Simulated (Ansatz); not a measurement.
A structure relaxed at B3LYP-D4/def2-SVPD in Ansatz, charge -1, doublet:

| atom | x (Å) | y (Å) | z (Å) |
| --- | --- | --- | --- |
| Si1 | -1.369 | 1.857 | 0.491 |
| Si2 | 0.612 | 0.745 | 0.387 |
| Si3 | -0.079 | -1.696 | 0.139 |
| Si4 | -1.388 | 0.001 | -0.969 |
| Ge5 | 2.223 | -0.907 | -0.047 |

Q: Give its formula.

A: Si₄Ge⁻.

Q: Summarise the bond lengths by kind (pairs closer than 1.2 times the sum of covalent radii, bridged metal pairs left out).

A: 5 × Si–Si 2.27 to 2.55 Å; 2 × Ge–Si 2.35 to 2.44 Å.

Another isomer (doublet) lies 1.04 eV lower at PBE0-D4/def2-TZVPD; other spin states weren't run for this one.
